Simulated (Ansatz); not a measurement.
Z-matrix (Å, degrees):
```
C
Al 1 1.905
C 1 1.564 2 65.9
H 1 1.100 2 102.3 3 105.7
H 1 1.088 2 142.6 3 -106.5
O 2 1.682 1 153.9 3 -172.3
F 3 1.379 1 116.1 2 129.9
H 3 1.095 1 109.8 2 -107.1
H 6 0.956 2 125.5 1 -17.3
```

The species carries charge 0 and has multiplicity 1.

(1) List the r2SCAN/def2-TZVPP orbital energies in eV (Ansatz). (An estimate is asked.)

Answers

(1) Computed: Occupied: -1517.22, -665.47, -516.03, -274.54, -272.69, -110.76, -71.11, -70.90, -70.84, -30.90, -26.20, -19.34, -15.17, -13.44, -12.34, -11.90, -10.47, -9.85, -9.21, -8.63, -8.33, -6.74, -5.33. Lowest empty: -1.56, -1.07, 0.88, 1.37, 1.94, 2.45, 3.16, 3.65.
